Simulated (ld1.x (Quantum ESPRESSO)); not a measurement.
**beryllium (Be): variants of one TM potential**

Base potential:

ld1.x (Quantum ESPRESSO) 7.5 input, shortened:

```
&input
   title='Be', zed=4., rel=0, dft='PBESOL', iswitch=3,
   config='[He] 2s1 2p1'
 /
 &inputp
   pseudotype=2, tm=.true., lloc=0,
   nlcc=.true., rcore=0.90
 /
2
2P  2  1   1.00   0.00  4.20  4.20  0.0
2S  1  0   1.00   0.00  1.55  1.55  0.0
 &test
   configts(1)='2s1 2p1'
 /
```

All-electron outer shells of the reference configuration (PBEsol, non-relativistic, ld1.x):

```
shell  level (eV)  outermost node (bohr)  outermost maximum (bohr)
   2s       -6.10                   0.59                      2.04
   2p       -2.50                      –                      2.26
```

Cutoffs, loose and tight: the cutoffs (Ry, on a coarse ladder) from which the occupation-weighted sum of valence levels, in a spherical-Bessel basis at the reference potential, stays within 10 and 1 mRy of its value at 400 Ry. They do not see the model core or the augmentation charge, which bear on the density cutoff. Test errors are all-electron minus pseudo excitation energies from the reference, over the configurations 2s2 2p0; 2s1 2p0; 2s1.5 2p0; 2s0 2p2; 2s0 2p1. A dash means not determined; rows that change the core or the reference have their own tests.

Cutoffs are not given where the Bessel-basis levels miss the radial ones by over 6 mRy, ghosts where they miss by over 20 mRy; a channel whose overlap is not positive is not tested.

```csv
change,outcome,"cutoff, loose","cutoff, tight",bound ghosts,largest test error (meV)
base,generated,8 Ry,15 Ry,none,+74
reference 2s2 2p0,generated,10 Ry,30 Ry,none,-189
wave 2s (bound): rc 1.55 bohr becomes 2s (bound): rc 1.40 bohr,generated,8 Ry,30 Ry,none,+74
scalar-relativistic,generated,8 Ry,15 Ry,none,+74
functional LDA (PZ),generated,8 Ry,15 Ry,none,+81
"all radii but the core radius scaled by about 1.32 (s 2.04, p 5.54 bohr)",generated,8 Ry,12 Ry,none,+188
core correction a·sin(br)/r model core inside 1.04 bohr,generated,8 Ry,15 Ry,none,+75
"all radii but the core radius scaled by about 0.92 (s 1.42, p 3.86 bohr)",generated,8 Ry,30 Ry,none,+52
```

**Question.** What comes out with this change to the base: local potential all-electron potential smoothed inside 4.10 bohr (lloc = -1)?

**Answer.** outcome: generated; cutoff, loose: 8 Ry; cutoff, tight: 15 Ry; bound ghosts: none; largest test error (meV): +98.

**Question.** What comes out with this change to the base: type PAW; waves now 2s (bound): rcut 1.35, rcutus 1.55 bohr; 2s channel at 0.85 Ry: rcut 1.35, rcutus 1.55 bohr; 2p (bound): rcut 3.65, rcutus 4.20 bohr; 2p channel at 3.7 Ry: rcut 3.65, rcutus 4.20 bohr; local potential all-electron potential smoothed inside 3.20 bohr (lloc = -2); augmentation BESSEL, radius 1.00 bohr?

**Answer.** outcome: generated, overlap not positive; bound ghosts: not determined (overlap not positive); largest test error (meV): test run stopped at test 1 of 5 (negative rho). A file whose overlap is not positive is unfit for use, and its test errors describe a broken file.

**Question.** What comes out with this change to the base: wave 2p (bound): rc 4.20 bohr becomes 2p (bound): rc 4.98 bohr?

**Answer.** outcome: generated; cutoff, loose: 8 Ry; cutoff, tight: 15 Ry; bound ghosts: none; largest test error (meV): +136.
